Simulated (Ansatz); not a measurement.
`C=C(N)[TeH]`, charge 0, multiplicity 1.

Task: Give a relaxed structure at PBE0-D4/def2-TZVP (the Gaussian-basis code of Ansatz). (Estimate.)

Result: The calculation gave: 
Cartesian coordinates in Å:
```
C -1.276 -0.404 -0.481
C -0.085 0.065 -0.103
N 0.995 -0.697 0.291
Te 0.242 2.151 -0.075
H -1.435 -1.471 -0.611
H -2.117 0.254 -0.642
H 1.901 -0.343 0.029
H 0.896 -1.691 0.133
H 0.878 2.136 1.459
```
This is one stationary point; other conformers may exist.
